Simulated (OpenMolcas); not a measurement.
Br⁺: effect of the IPEA shift

| Quantity | Value |
| --- | --- |
| Program | OpenMolcas |
| Basis | ANO-RCC-VTZP [6s5p3d1f] |
| Scalar Hamiltonian | DKH2, point nucleus |
| Active space | 4 electrons in 3 orbitals (4p) |
| State averaging | 2S+1 = 3 even, 3 roots; 2S+1 = 1 even, 6 roots |
| Spin-orbit coupling | RASSI with atomic mean-field integrals over the reference wave functions, term energies averaged over their components |

Methods on the same reference wave functions:
A. CASSCF
B. SS-CASPT2, IPEA 0 Eh, imaginary shift 0.1 Eh (closed shells correlated: 3d 4s)
C. SS-CASPT2, IPEA 0.25 Eh, imaginary shift 0.1 Eh (closed shells correlated: 3d 4s)

Energies in cm-1 above 4s2 4p4 3P2, the measured ground level; measured values from NIST Handbook of Basic Atomic Spectroscopic Data.

```
      Level      A      B      C  Measured
4s2 4p4 3P2    0.0    0.0    0.0       0.0
4s2 4p4 3P1   2839   2870   2880      3136
4s2 4p4 3P0   3682   3630   3640      3837
4s2 4p4 1D2  14461  12860  12490     12089
4s2 4p4 1S0  33610  29250  29130     27867
```

Deviations, from unrounded energies. A percentage is the sum of absolute deviations over the sum of measured energies, with the sign that they share, or ± where signs differ.

| Against measurement | Levels | A | B | C |
| --- | --- | --- | --- | --- |
| mean absolute deviation (cm-1) | 4 | 2100 | 660 | 530 |
| fine structure of the ground term (%) | 2 | -6.5 | -6.8 | -6.6 |
| other terms of the ground configuration (%) | 2 | +20.3 | +5.4 | +4.2 |

C lies closest to measurement on these levels and A furthest from it. The largest miss of C in the table is 4s2 4p4 1S0, by +1300 cm-1. The ranking rests on the paired levels alone, and a cruder setting can come out closer through cancelling errors.

Between B and C the level of the table that moves most is 4s2 4p4 1D2, by 370 cm-1 (lowest in C, highest in B). Moves below CASPT2's spread within the term are not significant.

The mean deviations of B to C differ by less than CASPT2's widest spread within a term (160 cm-1), so their order carries little weight.

From A to B the spin-free energies of the other terms of 4s2 4p4 shown, above 3P, scale by factors of 0.86 to 0.87.

The lowest spin-free term lies below A's lowest term by 0.169 hartree in B, 0.161 hartree in C.

CASPT2 does not keep the components of a term degenerate, so their means are used; among the terms shown or strongly mixed into the levels shown the widest spread is 160 cm-1 (4s2 4p4 1D, C). With the s shell closed, the reference lacks s² → p² mixing. Without dynamic correlation excited terms often stand tens of per cent too high (terms of higher spin than the ground term too low), and those without a measured partner can miss by more than the paired ones (holds for A). Measured partners are found by configuration, term and J. A level has none where our copy of the source lacks it or the pairing is in doubt (some pairs that miss far off the trend of their configuration count as doubtful), and it then counts in no deviation. Only configurations of the active space appear.
